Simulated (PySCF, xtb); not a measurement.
Cl2H2O2Sn, SMILES [OH][Sn]([OH])([Cl])[Cl].

GFN2-xTB in xtb at its own geometry gives an orbital gap of 3.57 eV and a dipole moment of 1.76 D.

Coordinates come from a B3LYP-D3(BJ)/def2-SVP optimisation. The geometry has at least one imaginary mode, so it is a saddle point at that level. The structure was generated by enumeration; whether it is a known compound was not checked. The def2 effective core potentials stand for the cores of Sn; spin–orbit coupling is left out. The values are those of a single conformer.

Task: What does M06-2X/def2-TZVP (PySCF) give? (An estimate is asked for; the answer gives what the named calculation found.)

Result: gap 9.09 eV (levels -10.87 and -1.78 eV), dipole 1.89 D.
